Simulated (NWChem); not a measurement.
# C4H5FO; SMILES O=CC1(F)CC1

```xyz
11

O     -0.0464     2.0368     0.0000
C      0.6859     1.0826     0.0000
C      0.2063    -0.3231     0.0000
F      1.2171    -1.2292     0.0000
C     -1.0481    -0.6675     0.7470
C     -1.0481    -0.6675    -0.7470
H      1.8018     1.1757     0.0000
H     -1.0359    -1.6327     1.2592
H     -1.5438     0.1555     1.2689
H     -1.0359    -1.6327    -1.2592
H     -1.5438     0.1555    -1.2689
```
Atoms are numbered in this order, from 1.

All runs: NWChem. The geometry was optimised at PBE0/def2-SVP. Level MN15/def2-SVP: energy and gradient on several grids; changes count from the extra-fine grid, which is no exact limit either.

Q: Which is the coarsest grid (fine; xcoarse; medium; coarse; xfine) from which on the energy stays within 100 μHa and each gradient component within 200 μHa/bohr of xfine?

A: medium.
```csv
grid,size of the energy change (μHa),largest change of a gradient component (μHa/bohr),"time, medium = 1 (rough)"
xcoarse,10000,3000,about 1
coarse,1000,200,about 1
medium,< 10,40,about 1
fine,< 10,< 30,about 1
xfine,< 10,< 30,3
```
